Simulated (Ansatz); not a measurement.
## One arrangement of a pair

The pair of AsH3 (SMILES [AsH3], atoms 1–4) and SbH3 (SMILES [SbH3], atoms 5–8), both closed shells, in one local arrangement (a lower one may exist), relaxed at PBE0-D4/def2-TZVP:

```xyz
8
angstrom
As -0.2755 -0.2305 -1.7498
H -1.1915 -0.4999 -2.9340
H 0.2776 1.0378 -2.3792
H 0.8406 -1.0827 -2.3317
Sb 0.6656 0.2282 1.9257
H -0.6809 1.2663 1.7861
H 0.7020 0.4251 3.6262
H -0.3380 -1.1444 2.0567
```

Ansatz 0.2.0; basis: def2-TZVPPD, with def2-QZVPPD for the basis limit; cores frozen in the correlated methods. Filled d shells of the heavier atoms are correlated. Core potentials replace the inner electrons of the atoms past krypton. The def2 sets are not built for correlating such inner shells, so the correlated values are less sure here. Extrapolation: Hartree–Fock as exp(−7.88 √X), correlation as X^−2.97. Interaction energies count from these two fragments, frozen as in the pair, with the counterpoise correction; negative means bound.

Problem. What is the interaction energy by CCSD(T) at an estimated basis limit (MP2 extrapolated from triple and quadruple zeta, plus CCSD(T) − MP2 in triple zeta)? (To be estimated.)

Solution. The calculation gives: -6.1 kJ/mol. Hartree–Fock alone gives 4.3 kJ/mol at the basis limit, so without correlation the pair would not bind at this distance. Plain CCSD(T) in triple zeta gives -3.9 kJ/mol; the step to the limit is large here, so the limit is uncertain. It counts from the two fragments frozen as in the pair.

Basis-set superposition shift (counterpoise-corrected less uncorrected): CCSD(T) 2.7; MP2 2.7; HF 0.5; PBE0-D4 0.5; wB97M-V 0.7 kJ/mol.

The T1 diagnostic stays at or below 0.015.

For scale, one of the runs: CCSD(T)/def2-TZVPPD, 212 basis functions, launched by `ansatz run in.yaml --threads 4 --pin off --events-out ev --progress --plain --max-ram 9574MiB`. Time: 100 s of wall clock on 4 CPU threads of an Arm Neoverse V1; the host was shared. Peak host memory: 3.2 GiB.
